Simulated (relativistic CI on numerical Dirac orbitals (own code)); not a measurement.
# Level scheme of Rb¹⁸⁺

Calculated at this level of theory: Dirac-Coulomb-Breit CI, orbitals from a KLI potential per configuration, QED by a radiative potential, unscaled Slater integrals (own radial code, finite nucleus).

Configurations in the expansion (outside the closed core [Ne]): 3s²3p⁶3d, 3s²3p⁵3d², 3s3p⁶3d², 3s²3p⁶4s, 3s²3p⁶4p, 3s²3p⁶4d, 3s²3p⁶4f, 3s²3p⁵3d4s, 3s²3p⁵3d4p, 3p⁶3d³, 3p⁵3d⁴. Double excitations out of closed p, d and f shells are left out; levels of such configurations are missing from the list, as are those of other unlisted configurations, and high levels can miss mixing partners. These lack a partner that the ground configuration has and come out too high: 3s²3p⁵3d4s, 3s²3p⁵3d4p.

The lowest level is 3s²3p⁶3d ²D3/2, with 100 % of that term; Hund's rules for 3s²3p⁶3d give ²D with J = 3/2, in agreement.

| No. | Configuration | Term | J | E (cm⁻¹) | % | Lifetime (s) | jj configuration (%) |
| --- | --- | --- | --- | --- | --- | --- | --- |
| 1 | 3s²3p⁶3d | ²D | 3/2 | 0 | 100 |  | 3d3/2 (100) |
| 2 | 3s²3p⁶3d | ²D | 5/2 | 18193 | 100 | 1.54e-02 | 3d5/2 (100) |
| 3 | 3p⁵3d²(3F) | ⁴D° | 1/2 | 741758 | 98 | 1.28e-06 | 3p3/2^3 3d3/2^2 (66) |
| 4 | 3p⁵3d²(3F) | ⁴D° | 3/2 | 747414 | 91 | 7.89e-08 | 3p3/2^3 3d3/2^2 (54) |
| 5 | 3p⁵3d²(3F) | ⁴D° | 5/2 | 757600 | 84 | 4.50e-08 | 3p3/2^3 3d3/2 3d5/2 (72) |
| 6 | 3p⁵3d²(3F) | ⁴D° | 7/2 | 771913 | 79 | 1.03e-07 | 3p3/2^3 3d3/2 3d5/2 (58) |
| 7 | 3p⁵3d²(3F) | ⁴G° | 9/2 | 791236 | 80 | 2.76e-02 | 3p3/2^3 3d3/2 3d5/2 (93) |
| 8 | 3p⁵3d²(3F) | ⁴G° | 7/2 | 793652 | 60 | 6.78e-08 | 3p3/2^3 3d3/2^2 (65) |
| 9 | 3p⁵3d²(3F) | ⁴G° | 11/2 | 793870 | 99 | 2.24e+00 | 3p3/2^3 3d5/2^2 (70) |
| 10 | 3p⁵3d²(3F) | ⁴G° | 5/2 | 794092 | 25 | 3.69e-09 | 3p3/2^3 3d3/2^2 (71) |
| 11 | 3p⁵3d²(3P) | ⁴P° | 5/2 | 806266 | 72 | 1.12e-06 | 3p3/2^3 3d3/2 3d5/2 (80) |
| 12 | 3p⁵3d²(1D) | ²D° | 3/2 | 812592 | 37 | 8.00e-10 | 3p3/2^3 3d3/2 3d5/2 (49) |
| 13 | 3p⁵3d²(3P) | ⁴P° | 3/2 | 816266 | 64 | 9.70e-10 | 3p3/2^3 3d3/2^2 (43) |
| 14 | 3p⁵3d²(3P) | ⁴P° | 1/2 | 830428 | 75 | 4.33e-07 | 3p3/2^3 3d3/2 3d5/2 (75) |
| 15 | 3p⁵3d²(3F) | ²G° | 7/2 | 830444 | 44 | 2.28e-05 | 3p3/2^3 3d3/2 3d5/2 (83) |
| 16 | 3p⁵3d²(1D) | ²D° | 5/2 | 832376 | 64 | 1.17e-09 | 3p3/2^3 3d5/2^2 (76) |
| 17 | 3p⁵3d²(3F) | ⁴F° | 9/2 | 833948 | 71 | 8.77e-04 | 3p3/2^3 3d5/2^2 (72) |
| 18 | 3p⁵3d²(1G) | ²F° | 5/2 | 850536 | 42 | 2.03e-10 | 3p3/2^3 3d3/2 3d5/2 (50) |
| 19 | 3p⁵3d²(3F) | ⁴F° | 3/2 | 851138 | 38 | 6.64e-10 | 3p3/2^3 3d3/2 3d5/2 (56) |
| 20 | 3p⁵3d²(1D) | ²F° | 7/2 | 857122 | 51 | 1.43e-09 | 3p3/2^3 3d3/2 3d5/2 (74) |
| 21 | 3p⁵3d²(1G) | ²H° | 11/2 | 858095 | 99 | 5.53e-03 | 3p3/2^3 3d3/2 3d5/2 (70) |
| 22 | 3p⁵3d²(1D) | ²F° | 7/2 | 861946 | 83 | 1.05e-10 | 3p3/2^3 3d5/2^2 (59) |
| 23 | 3p⁵3d²(1D) | ²P° | 1/2 | 863028 | 83 | 5.43e-10 | 3p3/2^3 3d5/2^2 (80) |
| 24 | 3p⁵3d²(3F) | ⁴G° | 5/2 | 865630 | 46 | 5.49e-10 | 3p1/2 3p3/2^4 3d3/2^2 (38) |
| 25 | 3p⁵3d²(1G) | ²H° | 9/2 | 895225 | 60 | 1.23e-03 | 3p3/2^3 3d3/2 3d5/2 (65) |
| 26 | 3p⁵3d²(3P) | ²D° | 3/2 | 901218 | 44 | 4.20e-10 | 3p3/2^3 3d3/2 3d5/2 (40) |
| 27 | 3p⁵3d²(3P) | ⁴D° | 5/2 | 904061 | 67 | 2.14e-10 | 3p3/2^3 3d3/2 3d5/2 (46) |
| 28 | 3p⁵3d²(3F) | ²G° | 7/2 | 905428 | 48 | 3.22e-09 | 3p1/2 3p3/2^4 3d3/2 3d5/2 (82) |
| 29 | 3p⁵3d²(1D) | ²D° | 3/2 | 915197 | 41 | 4.66e-10 | 3p3/2^3 3d5/2^2 (32) |
| 30 | 3p⁵3d²(3F) | ⁴D° | 7/2 | 915700 | 69 | 4.41e-10 | 3p1/2 3p3/2^4 3d5/2^2 (38) |
| 31 | 3p⁵3d²(3F) | ²G° | 9/2 | 931888 | 65 | 5.28e-05 | 3p1/2 3p3/2^4 3d3/2 3d5/2 (54) |
| 32 | 3p⁵3d²(3P) | ⁴D° | 1/2 | 933589 | 88 | 1.11e-10 | 3p1/2 3p3/2^4 3d3/2^2 (34) |
| 33 | 3p⁵3d²(1D) | ²F° | 5/2 | 939916 | 75 | 7.83e-11 | 3p1/2 3p3/2^4 3d3/2 3d5/2 (48) |
| 34 | 3p⁵3d²(3P) | ²D° | 3/2 | 956656 | 38 | 1.20e-10 | 3p1/2 3p3/2^4 3d3/2 3d5/2 (54) |
| 35 | 3p⁵3d²(3P) | ²S° | 1/2 | 969928 | 83 | 6.42e-10 | 3p1/2 3p3/2^4 3d3/2 3d5/2 (60) |
| 36 | 3p⁵3d²(3P) | ⁴S° | 3/2 | 973782 | 55 | 3.53e-10 | 3p1/2 3p3/2^4 3d5/2^2 (37) |
| 37 | 3p⁵3d²(1G) | ²G° | 7/2 | 977559 | 78 | 8.72e-11 | 3p1/2 3p3/2^4 3d5/2^2 (37) |
| 38 | 3p⁵3d²(3P) | ²D° | 5/2 | 988481 | 65 | 9.52e-11 | 3p1/2 3p3/2^4 3d5/2^2 (69) |
| 39 | 3p⁵3d²(1G) | ²G° | 9/2 | 990306 | 68 | 5.13e-05 | 3p1/2 3p3/2^4 3d5/2^2 (45) |
| 40 | 3p⁵3d²(1S) | ²P° | 3/2 | 1006015 | 88 | 6.62e-10 | 3p3/2^3 3d5/2^2 (52) |
| 41 | 3p⁵3d²(3F) | ²F° | 5/2 | 1047999 | 95 | 3.11e-12 | 3p3/2^3 3d3/2 3d5/2 (66) |
| 42 | 3p⁵3d²(1S) | ²P° | 1/2 | 1071973 | 95 | 3.01e-11 | 3p1/2 3p3/2^4 3d5/2^2 (76) |
| 43 | 3p⁵3d²(1G) | ²F° | 7/2 | 1096909 | 93 | 2.90e-12 | 3p1/2 3p3/2^4 3d3/2 3d5/2 (72) |
| 44 | 3p⁵3d²(3P) | ²P° | 1/2 | 1149392 | 99 | 1.62e-12 | 3p1/2 3p3/2^4 3d3/2^2 (50) |
| 45 | 3p⁵3d²(3P) | ²P° | 3/2 | 1170823 | 90 | 1.46e-12 | 3p1/2 3p3/2^4 3d3/2 3d5/2 (37) |

Energies count from the lowest computed level; ° marks odd parity; lifetimes are radiative, by E1, M1, E2, M2, E3 decay to levels of this space only. Percentages are summed over parent terms; the parents shown are those of the largest component, closed shells are left out there. Filled j subshells are mostly left out of the jj labels.

The mean weight of the leading LS term, summed over parents, in these 45 levels is 71 %, and that of the leading jj configuration (from the same eigenvectors) 61 %.

At this charge energies of transitions that change n are usually good to better than 1 %, and those within a shell (Δn = 0) to a few per cent.

LS names give the leading component of a level, which can be under half, so a name can repeat, a term be missing and a line seem to break the LS rules.
